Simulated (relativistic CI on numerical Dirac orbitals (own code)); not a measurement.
## One change at a time: Er61+

Base calculation: Dirac-Coulomb-Breit CI, KLI orbitals optimised for each configuration, QED by a radiative potential, unscaled Slater integrals.

Configuration list (outside the closed core 1s2): 2s²2p³, 2s2p⁴, 2p⁵, 2p⁴3s, 2p⁴3p, 2p⁴3d, 2s²2p²3s, 2s²2p²3p, 2s²2p²3d, 2s2p³3s, 2s2p³3p, 2s2p³3d, 2s²2p²4s, 2s²2p²4p, 2s²2p²4d, 2s²2p²4f. Levels of other configurations are missing.

The lowest level and the first level of each name with at least 55 % of one term (blank where a level has no safe partner in the second run):

```csv
Level,Base (eV),Shift (eV)
2s²2p³ ²P°3/2,0.00,0.00
2s²2p³ ⁴S°3/2,936.59,-1.19
2s²2p³ ²D°5/2,959.52,-1.19
2s²2p³ ²P°1/2,1005.19,-1.16
2s2p⁴ ⁴P5/2,1240.90,+12.47
2s2p⁴ ²S1/2,1336.12,+12.49
2s2p⁴ ⁴P3/2,2202.49,+11.31
2s2p⁴ ²D5/2,2242.13,+11.32
2s2p⁴ ²P1/2,2298.45,+11.34
2p⁵ ²P°3/2,2644.77,+24.81
2p⁵ ²P°1/2,3608.74,+23.81
2s²2p²3s ⁴P3/2,8360.18,-3.37
2s²2p²3s ²P1/2,8369.73,-3.38
2s²2p²3s ²D5/2,8379.66,-3.39
2s²2p²3s ²D3/2,8385.83,-3.37
2s²2p²3p ⁴D°3/2,8457.63,+0.52
2s²2p²3p ²F°7/2,8751.57,+0.17
2s²2p²3p ²D°5/2,8777.97,+0.22
2s²2p²3d ⁴D1/2,8833.97,+0.88
2s²2p²3d ²G9/2,8917.40,+0.62
2s²2p²3d ²F7/2,8941.74,+0.67
```

At this charge energies of transitions that change n are usually good to better than 1 %, and those within a shell (Δn = 0) to a few per cent.

Problem. One thing was changed in a second run, which moved the levels as shown. Which?
A. Breit term removed
B. valence Slater integrals scaled by 0.9
C. QED terms removed
D. configuration mixing switched off

Solution. C. QED terms removed. QED shifts follow the density of s (and p1/2) electrons at the nucleus, so configurations move by their count of such electrons; where none moves, the smaller shifts of p3/2 electrons and of j = l + 1/2 against j = l − 1/2 set the pattern.

LS names give the leading component of a level, which can be under half, so a name can repeat, a term be missing and a line seem to break the LS rules.
